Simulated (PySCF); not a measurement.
```xyz
5
charge 0 multiplicity 1, angstrom
Se    0.0000   -0.4205    0.0000
N     0.0000   -2.0550    0.0000
Cl    2.3370   -0.0713    0.0000
Cl    0.0000    1.9265    0.0000
Cl   -2.3370   -0.0713    0.0000
```

These are results of B3LYP in PySCF with Se def2-SVP, N def2-SVP, Cl def2-SVP; no relativity; density-fitted integrals, not measurements.

This geometry of SeNCl3 is a stationary point at this level.

**Question.** What is the point group?

**Answer.** C2v.

**Question.** Is it a minimum?

**Answer.** No: it has 1 imaginary mode, at 103i cm⁻¹ (b1).

**Question.** List the harmonic modes with their infrared intensities.

**Answer.** 
```tsv
symmetry	ω (cm⁻¹)	IR (km/mol)	type
b1	103i	–	bend
b1	147	5.6	bend
a1	191	4.8	bend
b2	229	3.7	bend
a1	236	1.5	stretch
b2	262	89.3	stretch
a1	264	13.5	stretch
b2	282	47.3	bend
a1	963	0.3	stretch
```

**Question.** Give the atomic charges and bond orders.

**Answer.** 
| atom | Mulliken | Löwdin | polar tensor | Mayer order to Se1 |
| --- | --- | --- | --- | --- |
| Se1 | 0.65 | 0.58 | 1.23 | – |
| N2 | -0.22 | -0.28 | -0.06 | 1.99 |
| Cl3,5 | -0.17 | -0.13 | -0.45 | 0.66 |
| Cl4 | -0.09 | -0.04 | -0.25 | 0.65 |

In C2v the vibrations span 2b1 + 4a1 + 3b2. Here b1 is antisymmetric to the molecular plane and b2 lies in it.

This need not be the most stable arrangement of these atoms. At this level a singlet minimum of C3v symmetry lies 170 kJ/mol below this structure. The small gap makes a closed-shell description doubtful.
